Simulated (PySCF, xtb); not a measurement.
C3H6BFO2, SMILES C=C(OC)B(O)F.

GFN2-xTB (xtb) at its own geometry gives an orbital gap of 3.88 eV and a dipole moment of 1.40 D.

Coordinates come from a ωB97X-D3(BJ)/def2-SVP optimisation. The structure was generated by enumeration, and PubChem lists no compound with its InChIKey, so it may never have been made. The values are those of a single conformer.

Task: What does r2SCAN/def2-TZVP (PySCF) give? (An estimate is asked for; the answer gives what the named calculation found.)

Result: gap 4.53 eV (levels -5.87 and -1.34 eV), dipole 0.67 D.
